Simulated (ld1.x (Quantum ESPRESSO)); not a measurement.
## Pseudopotential generation for Al: PAW, PBEsol, scalar-relativistic.

- Element: Al
- Generator: ld1.x (Quantum ESPRESSO) 7.5
- Type: PAW
- Functional: PBEsol
- Relativity: scalar-relativistic
- Frozen core: [Ne]
- Valence charge: 3
- Reference configuration: 3s2 3p1
- Partial waves: 3s (bound): rcut 1.55, rcutus 1.80 bohr; 3s channel at 0.1 Ry: rcut 1.55, rcutus 1.80 bohr; 3p (bound): rcut 2.20, rcutus 3.00 bohr; 3p channel at 2.9 Ry: rcut 2.20, rcutus 3.00 bohr; 3d channel at 0.05 Ry: rcut 2.10, rcutus 2.65 bohr
- Local potential: all-electron potential smoothed inside 1.90 bohr (lloc = -1)
- Core correction: a·sin(br)/r model core, default radius (ld1.x builds one for every PAW set, though the input has nlcc=.false.)
- Augmentation charge: PSQ, inside the norm-conserving radii

All-electron outer shells of the reference configuration (PBEsol, scalar-relativistic, ld1.x):

| shell | level (eV) | outermost node (bohr) | outermost maximum (bohr) |
| --- | --- | --- | --- |
| 2s | -107.85 | 0.16 | 0.50 |
| 2p | -69.54 | – | 0.43 |
| 3s | -7.71 | 0.80 | 2.09 |
| 3p | -2.69 | 0.82 | 2.64 |

Does the generator finish with these settings?

Yes, a potential is produced and its reference levels are reproduced.

Estimate the cutoffs (Ry, on a coarse ladder) from which the occupation-weighted sum of valence levels, in a spherical-Bessel basis at the reference potential, stays within 10 and 1 mRy of its value at 400 Ry.

8 Ry and 12 Ry.

Does the potential have ghost states?

No extra level below or beside the all-electron valence levels (s, p, d, f tested).

Is the overlap operator S = 1 + Σ q|β⟩⟨β| positive definite (Bessel basis up to 400 Ry)?

Yes: its lowest eigenvalue is 0.50 (s channel).

Which valence shell sets the plane-wave cutoff?

3s: its level needs 12 Ry to come within 1 mRy, against 6 Ry for 3p.

Its largest configuration-test error is +7.6 meV (3s2 3p0). Test run stopped at test 7 of 7 (negative rho), 1 before it not solved. Not counted: 3s1 3p0 (pseudo-atom not self-consistent, printed error +2.3 eV).
